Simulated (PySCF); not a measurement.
# Electron correlation in Bi³⁺ (bismuth, charge +3)

[Xe] 4f14 5d10 6s2, closed-shell 1S. Calculation: PySCF 2.14, in aug-cc-pwCVTZ-DK3 (11s10p8d5f1g, 125 functions); scalar relativity by spin-free X2C-1e. Frozen: [Xe] 4f14 5d10; 2 electrons correlated.

With two correlated electrons CCSD is exact within the correlated space (frozen core and kept virtual orbitals).

| level | correlation energy (mhartree) |
| --- | --- |
| CCSD | -28.36 |

Diagnostics: T1 = 0.0020, D1 = 0.0028, largest double amplitude 0.075.

Cost of the coupled-cluster step: about 7 core-seconds, for 2 correlated electrons.

Iterations:

```
CC2 = 0
CCSD nocc = 1, nmo = 86
frozen orbitals [0, 1, 2, 3, 4, 5, 6, 7, 8, 9, 10, 11, 12, 13, 14, 15, 16, 17, 18, 19, 20, 21, 22, 23, 24, 25, 26, 27, 28, 29, 30, 31, 32, 33, 34, 35, 36, 37, 38]
max_cycle = 100
direct = 0
conv_tol = 1e-08
conv_tol_normt = 1e-06
diis_space = 8
diis_start_cycle = 0
Init t2, MP2 energy = -21525.4314454205  E_corr(MP2) -0.0222012486486744
Init E_corr(CCSD) = -0.0222012486524906
cycle = 1  E_corr(CCSD) = -0.026289188132104  dE = -0.00408793948  norm(t1,t2) = 0.0273973
cycle = 2  E_corr(CCSD) = -0.0276353613655003  dE = -0.00134617323  norm(t1,t2) = 0.00984062
cycle = 3  E_corr(CCSD) = -0.0283681951034886  dE = -0.000732833738  norm(t1,t2) = 0.00361967
cycle = 4  E_corr(CCSD) = -0.0283618998897674  dE = 6.29521372e-06  norm(t1,t2) = 7.6934e-05
cycle = 5  E_corr(CCSD) = -0.0283618481890454  dE = 5.1700722e-08  norm(t1,t2) = 5.55181e-06
cycle = 6  E_corr(CCSD) = -0.028361740186673  dE = 1.08002372e-07  norm(t1,t2) = 5.75618e-07
cycle = 7  E_corr(CCSD) = -0.0283617498902445  dE = -9.70357147e-09  norm(t1,t2) = 6.57966e-08
CCSD converged
E(CCSD) = -21525.43760592171  E_corr = -0.02836174989024449
```
